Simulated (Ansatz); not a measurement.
2-(1-methylpyrrol-2-yl)-1,3,4-oxadiazole (C7H7N3O), SMILES c1(nnco1)-c1cccn1C. Atoms are numbered in the order given.

```xyz
18

C     -1.9159    -1.0657     1.0259
N     -1.5247     0.2249     0.4894
C     -2.3240     1.3313     0.4441
C     -1.6184     2.3802    -0.1340
C     -0.3354     1.8892    -0.4534
C     -0.2968     0.5487    -0.0585
C      0.7819    -0.3879    -0.1675
N      0.8502    -1.6463     0.1900
N      2.1210    -2.0805    -0.1417
C      2.7254    -1.0690    -0.6695
O      1.9505     0.0438    -0.7250
H     -2.9507    -0.9886     1.3838
H     -1.8447    -1.8459     0.2553
H     -1.2557    -1.3600     1.8534
H     -3.3417     1.2879     0.8297
H     -1.9974     3.3867    -0.3024
H      0.4888     2.4268    -0.9188
H      3.7392    -1.0054    -1.0587
```
Charge 0, spin multiplicity 1.

Geometry: r2SCAN-D4/def2-SVP. Other conformers were not sampled.

Two levels are set side by side: PBE-D3(BJ)/def2-SVP (Ansatz, a quantum-chemistry and plane-wave program) and r2SCAN-D4/def2-SVP (Ansatz). Each level has its own optimised geometry; the coordinates shown are those of the second. Differences are taken from unrounded values.

```
quantity              r2SCAN-D4  PBE-D3(BJ)  PBE-D3(BJ) minus r2SCAN-D4
--------------------  ---------  ----------  --------------------------
mean bond length (Å)      1.273       1.280                       0.007
bond C1–N2 (Å)            1.451       1.454                       0.003
bond N2–C3 (Å)            1.366       1.372                       0.006
bond N2–C6 (Å)            1.383       1.390                       0.007
bond C3–C4 (Å)            1.390       1.396                       0.006
bond C4–C5 (Å)            1.410       1.415                       0.005
bond C5–C6 (Å)            1.398       1.405                       0.007
bond C6–C7 (Å)            1.433       1.438                       0.005
bond C7–N8 (Å)            1.310       1.320                       0.010
bond C7–O11 (Å)           1.365       1.374                       0.009
bond N8–N9 (Å)            1.383       1.388                       0.005
bond N9–C10 (Å)           1.291       1.301                       0.009
bond C10–O11 (Å)          1.357       1.365                       0.008
bond C1–H12 (Å)           1.098       1.105                       0.008
bond C1–H13 (Å)           1.099       1.107                       0.008
bond C1–H14 (Å)           1.099       1.107                       0.008
bond C3–H15 (Å)           1.089       1.096                       0.007
```

On these quantities the two levels nearly agree.
